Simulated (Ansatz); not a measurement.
Reaction (isomerisation): `OCO[SiH2]S` → `CS[SiH](O)O`

Calculated with Ansatz (gas phase, PBE0-D4/def2-TZVP geometries, no zero-point term in ΔE). CCSD(T)/CBS is the MP2 limit (def2-TZVPP, def2-QZVPP) plus CCSD(T) − MP2 in def2-TZVPP, frozen cores. Each species was taken in one conformer, which may not be the lowest.

`OCO[SiH2]S`:

Z-matrix (Å, degrees):
```
C
O 1 1.399
O 1 1.397 2 112.4
H 1 1.093 2 110.3 3 -117.6
H 1 1.095 2 106.7 3 123.0
Si 2 1.650 1 122.3 3 47.6
H 3 0.962 1 108.7 2 68.9
S 6 2.131 2 113.2 1 43.0
H 6 1.478 2 105.8 1 159.4
H 6 1.482 2 110.5 1 -80.1
H 8 1.345 6 93.5 2 -76.8
```

`CS[SiH](O)O`:

```xyz
11

C     1.114   -0.244   -1.584
S    -0.326    0.746   -1.083
Si   -0.649   -0.101    0.838
O    -2.082    0.485    1.375
O     0.502    0.262    1.936
H     1.318   -0.003   -2.626
H     1.986    0.007   -0.981
H     0.902   -1.310   -1.503
H    -0.599   -1.577    0.742
H    -2.801    0.546    0.744
H     0.634    1.189    2.142
```

```json
{"species": "`OCO[SiH2]S`", "CCSD(T)/CBS(def2) energy (Eh)": "-878.92481"}
{"species": "`CS[SiH](O)O`", "CCSD(T)/CBS(def2) energy (Eh)": "-879.00171"}
```

(1) Work out ΔE.

Largest T1 diagnostic among the species: 0.012.

Results:

(1) ΔE = (-879.00171) − (-878.92481) = -0.07690 Eh = -48.3 kcal/mol.

In def2-TZVPP, CCSD(T) changes the Hartree–Fock value by −0.7 kcal/mol (the triples alone add +0.0 kcal/mol) and MP2 by −3.9 kcal/mol. From PBE to PBE0 (25 % exact exchange), in def2-TZVPP and without D4, ΔE moves by −1.0 kcal/mol.
